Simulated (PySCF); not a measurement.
Worked example: oscillator strength and radiative lifetime

biphenyl (C12H10), SMILES c1ccc(-c2ccccc2)cc1.

Coordinates come from a B3LYP-D3(BJ)/def2-SVP optimisation. Other conformers were not sampled.

TDA-PBE/def2-SVP in PySCF puts the first singlet state with f over 0.02 at 4.83 eV (vertical), with the transition dipole (2.147, 0.000, 0.000) in atomic units.

Question: Find the oscillator strength, the wavelength and the radiative lifetime that this transition would have in vacuum if emission retraced absorption.

Answer: 
|μ|² = 4.6096 au, so |μ| = 5.46 D. ΔE = 4.83/27.211 = 0.1775 hartree. f = (2/3) ΔE |μ|² = 0.545 (the program prints 0.545).
λ = 1239.84/4.83 = 257 nm; ν = 38957 cm⁻¹.
Einstein's coefficient A = 0.6670 ν² f s⁻¹ (ν in cm⁻¹) = 5.5e8 s⁻¹, so τ = 1/A = 1.8 ns. This state is S3; the lower singlets have f = 0.000, 0.000. The figure is the radiative limit of this one transition; relaxation, internal conversion, crossing to triplets and a medium change what is measured.
